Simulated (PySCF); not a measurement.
C₄H₇NSi, SMILES C=C(C#C)[SiH2]N. Geometry: PBE0-D3(BJ)/def2-SVP. This is a generated structure with no PubChem entry under its InChIKey; it may be hypothetical. The values are those of a single conformer.

**Question.** Give the equilibrium geometry at PBE0-D3(BJ)/def2-SVP (PySCF confirms it by a frequency run) as Cartesian coordinates in Å. (An estimate is asked for; the answer gives what the named calculation found.)

**Answer.** This is not unique; one that fits is 
```xyz
13

C     -1.2203     2.2863     0.6409
C     -1.0825     1.1035     0.3955
C     -0.8219    -0.2592     0.0718
C     -1.7077    -1.2448     0.3138
Si     0.8650    -0.6268    -0.7152
N      2.2409    -0.1212     0.1988
H     -1.3680     3.3266     0.8638
H     -2.6859    -1.0490     0.7654
H     -1.4731    -2.2831     0.0598
H      0.9310     0.0882    -2.0234
H      0.9096    -2.1094    -0.8957
H      2.4772     0.8653     0.2069
H      2.4075    -0.5302     1.1120
```
